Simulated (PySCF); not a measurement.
# Polarisability and C₆ of Sb²⁺ (antimony, charge +2)

[Kr] 4d10 5s2 5p1, 2P determinant. Computed with PySCF 2.14 in x2c-TZVPPall with one added diffuse shell each of s, p, d, f type (9s7p5d3f, 76 functions), with scalar relativity by spin-free X2C-1e. Coupled (time-dependent) response in atomic units; α is the mean over directions.

```tsv
method	mean α (bohr³)	α xx, yy, zz	C₆ (like pair)	S(−4)
TPSS	16.01	15.73, 16.57, 15.73	101.9	75.62
```

S(−4) is the Cauchy moment in α(ω) = α(0) + S(−4) ω² + …

Spin-orbit coupling is absent.

α(iu) at TPSS:

```json
{"u (hartree)": "0", "α(iu) (bohr³)": "16.01"}
{"u (hartree)": "0.0500", "α(iu) (bohr³)": "15.82"}
{"u (hartree)": "0.100", "α(iu) (bohr³)": "15.29"}
{"u (hartree)": "0.200", "α(iu) (bohr³)": "13.53"}
{"u (hartree)": "0.300", "α(iu) (bohr³)": "11.43"}
{"u (hartree)": "0.500", "α(iu) (bohr³)": "7.930"}
{"u (hartree)": "0.750", "α(iu) (bohr³)": "5.322"}
{"u (hartree)": "1.00", "α(iu) (bohr³)": "3.892"}
{"u (hartree)": "1.50", "α(iu) (bohr³)": "2.476"}
{"u (hartree)": "2.00", "α(iu) (bohr³)": "1.786"}
{"u (hartree)": "3.00", "α(iu) (bohr³)": "1.095"}
{"u (hartree)": "5.00", "α(iu) (bohr³)": "0.5401"}
```

For an ion, C₆ is the dispersion term alone; charge-induced terms of lower order in 1/R come first.

The components differ because the open shell of this determinant is not spherical; for a pure term their mean is the scalar polarisability.
